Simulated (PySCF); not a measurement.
Compound: C₆H₁₃NOP (charge +1).
Bonds: C1–P2, P2–N3, P2–C4, C4–C5, C5–C6, C6–O7 (double), C6–C8, C8–C9, P2–C9. Hydrogens: H10, H11, H12 on C1; H13, H14 on N3; H15, H16 on C4; H17, H18 on C5; H19, H20 on C8; H21, H22 on C9.

Probes without a nucleus sit at each ring's centroid and 1 Å off its mean plane on both sides; NICS is minus the shielding there, NICSzz its component along the normal. Level: GIAO PBE0/pcSseg-1 (PySCF, non-relativistic, gas phase) on the GFN2-xTB geometry, one conformer.

Ring bond lengths (Å), with Mayer bond orders in brackets: P2–C4 1.814 (1.00), C4–C5 1.532 (1.00), C5–C6 1.523 (0.95), C6–C8 1.523 (0.95), C8–C9 1.532 (1.00), C9–P2 1.828 (0.97).

Problem. What do the NICS probes read (ppm)?

Solution. 
| ring | type | NICS(0) | NICS(1), two faces | NICS(1)zz, two faces | rms pucker (Å) | centre to ring atoms, mean (Å) |
| --- | --- | --- | --- | --- | --- | --- |
| P2–C4–C5–C6–C8–C9 | 6-membered ring with P; formal bonds all single | -0.9 | -2.1 / -0.8 | 2.3 / 5.8 | 0.25 | 1.56 |

Problem. What can be read from them?

Solution. 
- P2–C4–C5–C6–C8–C9: mean NICS(1)zz 4.0 ppm, deshielded. P2, C4, C5, C8, C9 have four or more neighbours, so the value isn't read as a sign of a π ring current. The two faces differ by 3.5 ppm, so no symmetry operation interchanges them.

Problem. Give the inner angles of the rings and the Hirshfeld charges of the ring atoms.

Solution. 
- P2–C4–C5–C6–C8–C9: P2 105.7° (+0.513 e), C4 110.3° (-0.083 e), C5 110.7° (-0.066 e), C6 114.4° (+0.174 e), C8 110.6° (-0.067 e), C9 110.2° (-0.090 e); sum 662.0° against 720° for a flat convex ring.

Cost: about 2.1 min of CPU time on one thread; the machine was shared, so the figure is rough. This is the whole shielding run at PBE0/pcSseg-1, SCF included.
